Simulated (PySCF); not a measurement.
Isomers of C3H6O. Isolated molecules, 0 K electronic values unless said otherwise. One relaxed conformer stands for each flexible species; it need not be the lowest. Strings in code marks are SMILES.

All values below come from PySCF with M06-2X/def2-TZVP // B3LYP-D3(BJ)/def2-TZVP. All candidates: neutral, multiplicity 1. Excitations are Tamm–Dancoff values on a coarser integration grid. The basis has no diffuse functions, so Rydberg states are missing or too high.

| Item | Value |
|---|---|
| T1 excitation (TDA) | 6.66 eV |
| S1 excitation (TDA) | 6.90 eV |
| HOMO–LUMO gap | 10.31 eV |

Question: Identify which member has these values.
A. `C/C=C/O` (C–C–O–H torsion 180°)
B. `OC1CC1` (H–O–C–C torsion 37°)
C. `C/C=C\O` (C–C–O–H torsion 0°)
D. `C=COC` (C–C–O–C torsion 0°)

Answer: B, `OC1CC1` (H–O–C–C torsion 37°). The others give `C/C=C/O` (C–C–O–H torsion 180°): 4.59 eV, 6.13 eV, 9.20 eV; `C/C=C\O` (C–C–O–H torsion 0°): 4.74 eV, 6.20 eV, 9.23 eV; `C=COC` (C–C–O–C torsion 0°): 4.82 eV, 7.50 eV, 9.80 eV
